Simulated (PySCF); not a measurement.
# Correlation energy of S⁺ (sulfur, charge +1)

[Ne] 3s2 3p3, high-spin 4S determinant. Calculation: PySCF 2.14, in def2-TZVP; the non-relativistic Hamiltonian (point nucleus). Frozen: [Ne]; 5 electrons correlated.

MP2 pair energies summed by pair of shells (mhartree):

```
 pair  energy  share (%)
3s-3p  -57.78       65.9
3p-3p  -20.28       23.1
3s-3s   -9.58       10.9
```

Total MP2 correlation energy: -87.64 mhartree.

Same-spin part -23.70 and opposite-spin part -63.94 mhartree; SCS-MP2 scales them by 1/3 and 6/5 to -84.63 mhartree.

```json
{"level": "CCSD", "correlation energy (mhartree)": "-107.75"}
{"level": "(T)", "correlation energy (mhartree)": "-3.49"}
{"level": "CCSD(T)", "correlation energy (mhartree)": "-111.24"}
```

Diagnostics: T1 = 0.0028, D1 = 0.0067, largest double amplitude 0.064.

**Question.** Is a single reference adequate?

**Answer.** Yes: T1 lies below 0.03 and no double amplitude reaches 0.07.
